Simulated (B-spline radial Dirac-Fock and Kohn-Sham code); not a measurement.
**Si²⁺: eigenvalues, ΔSCF and the reference**

System: silicon as Si²⁺ in the configuration [Ne] 3s2.

The density-functional columns are spherical, spin-unpolarised Dirac-Kohn-Sham results without Breit or QED terms: −ε is minus the orbital energy of the initial state and ΔSCF the difference of two total energies. The reference in the last column comes from Dirac-Fock (average of configuration) total-energy differences with a finite nucleus, the Breit interaction including its frequency dependence, and self-energy and vacuum-polarisation corrections. All numbers are from a B-spline atomic structure program, in eV; a selection of levels is shown.

```tsv
level	LDA −ε	LDA ΔSCF	PBE −ε	PBE ΔSCF	Dirac-Fock
1s	1800.3	1879.4	1807.7	1887.2	1874.1
2s	160.1	176.6	160.8	177.3	185.6
2p1/2	117.4	135.0	117.3	134.9	132.6
2p3/2	116.8	134.3	116.7	134.2	131.9
3s	28.66	34.14	28.54	33.97	32.02
```

Question: Order the estimates of the K (1s) level by their distance from the Dirac-Fock value, nearest first.
A. PBE ΔSCF
B. LDA −ε
C. LDA ΔSCF
D. PBE −ε

Answer: C (5.3 eV), A (13.1 eV), D (66.4 eV), B (73.8 eV).

For the outermost level NIST gives 33.493 eV (measured); the differences from it are LDA −ε -4.83, LDA ΔSCF +0.65, PBE −ε -4.96, PBE ΔSCF +0.48, Dirac-Fock -1.47 eV.

Values without a named source are computed, but for edge energies of neutral atoms, which are taken from tables.
